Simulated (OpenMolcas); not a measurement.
Re III.

```
Program             : OpenMolcas 26.06
Basis               : ANO-RCC-VTZP [8s7p5d3f2g1h]
Scalar Hamiltonian  : DKH2, point nucleus
Active space        : 5 electrons in 6 orbitals (5d 6s)
State averaging     : 2S+1 = 6 even, 6 roots; 2S+1 = 4 even, 84 roots (64 in the spin-orbit step); 2S+1 = 2 even, 184 roots (129 in the spin-orbit step)
Spin-orbit coupling : RASSI with atomic mean-field integrals over the reference wave functions, term energies averaged over their components
```

Two sets of levels on these reference wave functions, in cm⁻¹ above 5d⁵ ⁶S_5/2: one from CASSCF and one from MS-CASPT2, IPEA 0.25 Eh, imaginary shift 0.1 Eh (closed shells correlated: 5s 5p).

| Level | Set 1 | Set 2 |
| --- | --- | --- |
| 5d⁵ ⁶S_5/2 | 0.0 | 0.0 |
| 5d⁴ 6s ⁶D_1/2 [68 %] | 14780 | 15740 |
| 5d⁴ 6s ⁶D_5/2 | 19370 | 19830 |
| 5d⁵ ⁴G_7/2 [64 %] | 18390 | 21320 |
| 5d⁴ 6s ⁶D_7/2 [73 %] | 21220 | 21900 |
| 5d⁵ ⁴G_11/2 | 19580 | 22220 |
| 5d⁵ ⁴G_9/2 | 19960 | 22640 |
| 5d⁴ 6s ⁶D_9/2 | 23290 | 23960 |
| 5d⁵ ⁴D_7/2 [56 %] | 22520 | 25620 |
| 5d⁵ ⁴D_1/2 [59 %] | 23520 | 26690 |
| 5d⁵ ²I_11/2 | 28950 | 31920 |
| 5d⁵ ²I_13/2 | 31500 | 34300 |
| 5d⁵ ²F_7/2(1) [56 %] | 32900 | 36790 |
| 5d⁵ ⁴F_5/2 [67 %] | 32600 | 36970 |
| 5d⁴ 6s ⁴H_9/2 [63 %] | 36490 | 39820 |
| 5d⁴ 6s ⁴H_11/2 [74 %] | 38540 | 41510 |

Which set is which?

Set 1 is MS-CASPT2. Its levels of the other terms of 5d⁵ lie at 0.86 to 0.92 of the other set's values, as expected, since terms of lower spin or lower L gain more correlation energy than the Hund ground term. Against 13 measured levels (the list in Brasseur, Gamrath and Quinet, At. Data Nucl. Data Tables 157, 101636 (2024)) the mean absolute deviation is 1400 cm-1 with it and 3600 cm-1 without; single levels miss by up to 2900 cm-1 with it.

CASPT2 does not keep the components of a term degenerate, so their means are used; among the terms shown or strongly mixed into the levels shown the widest spread is 490 cm-1 (5d⁴ 6s ⁴H, MS-CASPT2). Some high roots are left out of the spin-orbit mixing, which shifts the levels that they would mix with. Some levels mix across a computed gap that differs much from the measured one, so their mixing is not that of the real levels. Configurations are named by rounded mean occupations; where the s occupation lies near a half they are strongly mixed, a name can repeat and a true partner stay unpaired. A single d shell beside an s shell can misplace configurations of different d count against each other. Without dynamic correlation excited terms often stand tens of per cent too high (terms of higher spin than the ground term too low), and those without a measured partner can miss by more than the paired ones (holds for CASSCF). Blocks of more than 70 roots (2S+1 = 2 even) ran without multistate coupling (holds for MS-CASPT2). The CASPT2 spread within a term exceeds the gap to the next term for 5d⁵ ⁴P and 5d⁴ 6s ⁶D, so the order of their levels is uncertain, and so are names and mixing where such terms share a J (holds for MS-CASPT2). Measured partners are found by configuration, term and J. A level has none where our copy of the source lacks it or the pairing is in doubt (some pairs that miss far off the trend of their configuration count as doubtful), and it then counts in no deviation. Only configurations of the active space appear. Levels that lie high or do not pair safely by name in every column are left out.

A share in square brackets marks a mixed level and gives the weight of the term that names it, the lowest over the columns. A number in round brackets counts repeated terms of one configuration in the order of the reference energies.
